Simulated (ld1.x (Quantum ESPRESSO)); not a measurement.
# What one change does to a pseudopotential (In (Z = 49), PAW)

* Element: indium
* Generator: ld1.x (Quantum ESPRESSO) 7.5
* Type: PAW
* Functional: LDA (PZ)
* Relativity: scalar-relativistic
* Frozen core: [Ar] 3d10 4s2
* Valence charge: 19
* Reference configuration: 4p6 4d10 5s2 5p1
* Partial waves: 5s (bound): rcut 1.50, rcutus 2.05 bohr; 5s channel at 0.2 Ry: rcut 1.50, rcutus 2.05 bohr; 4p (bound): rcut 1.30, rcutus 1.80 bohr; 5p (bound): rcut 1.30, rcutus 1.80 bohr; 4d (bound): rcut 1.15, rcutus 1.45 bohr; 4d channel at -1 Ry: rcut 1.15, rcutus 1.45 bohr
* Local potential: all-electron potential smoothed inside 1.85 bohr (lloc = -1)
* Core correction: Bessel-smoothed model core, default radius (core density twice the valence density)
* Augmentation charge: GAUSS, radius 1.20 bohr

All-electron outer shells of the reference configuration (LDA (PZ), scalar-relativistic, ld1.x):

```tsv
shell	level (eV)	outermost node (bohr)	outermost maximum (bohr)
3d	-433.01	–	0.26
4s	-119.46	0.41	0.77
4p	-78.05	0.42	0.82
4d	-18.71	0.40	0.94
5s	-8.49	1.02	2.13
5p	-2.70	1.14	2.85
```

Change: core correction Bessel-smoothed model core inside 0.90 bohr.

Cutoffs: the cutoffs (Ry, on a coarse ladder) from which the occupation-weighted sum of valence levels, in a spherical-Bessel basis at the reference potential, stays within 10 and 1 mRy of its value at 400 Ry; they do not see the model core or the augmentation charge, which bear on the density cutoff. Errors are all-electron minus pseudo energies relative to the spin-unpolarised reference configuration.

Q: What does the change do?

A: The potential gets neither clearly harder nor softer (70 Ry and 110 Ry → 70 Ry and 110 Ry); of the 9 tests that both files solve, the error grows in 0 and shrinks in 1 by more than 15 % and 0.3 meV (median size 3.2 → 2.3 meV); neither file shows a bound ghost at the reference potential, the only one tested. The default core radius of the base comes out at 0.57 bohr. A wider model core is smoother and lowers the density cutoff, which this test does not measure.

| quantity | base | changed |
| --- | --- | --- |
| cutoff, loose | 70 Ry | 70 Ry |
| cutoff, tight | 110 Ry | 110 Ry |
| bound ghosts | none | none |
| error for 4p6 4d10 5s2 5p0, meV [ΔE 5.59 eV] | -1.3 | -1.4 |
| error for 4p6 4d10 5s1 5p0, meV [ΔE 25.26 eV] | -3.7 | -3.8 |
| error for 4p6 4d10 5s0 5p0, meV [ΔE 54.00 eV] | -2.0 | -2.3 |
| error for 4p6 4d10 5s1 5p1, meV [ΔE 12.29 eV] | -0.5 | -0.6 |
| error for 4p6 4d10 5s0 5p3, meV [ΔE 12.16 eV] | +5.5 | +5.1 |
| error for 4p6 4d10 5s2 5p1.3, meV [ΔE -0.58 eV] | -5169 | +0.2 |
| error for 4p6 4d9 5s2 5p2, meV [ΔE 18.20 eV] | -10 | -11 |
| error for 4p6 4d10 5s2 5p1 (spin-polarised), meV [ΔE -0.12 eV] | 0.0 | +0.1 |
| error for 4p6 4d10 5s1 5p0 (spin-polarised), meV [ΔE 25.03 eV] | -3.2 | -3.2 |
| s: phases at 2.26 bohr within 0.05 rad from the reference energy up to (Ry; the scan ends near 5) | to the end of the scan | to the end of the scan |
| p: phases at 2.26 bohr within 0.05 rad from the reference energy up to (Ry; the scan ends near 5) | to the end of the scan | to the end of the scan |
| d: phases at 2.26 bohr within 0.05 rad from the reference energy up to (Ry; the scan ends near 5) | to the end of the scan | to the end of the scan |
| lowest overlap eigenvalue by channel | s 0.45, p 0.79, d 0.89 | s 0.45, p 0.79, d 0.89 |

Base: These tests converged, but a pseudo level misses the all-electron one widely, so the file describes the atom poorly there or has found another state: 4p6 4d10 5s2 5p1.3: 4p by 7.0 eV (a node warning on the way).
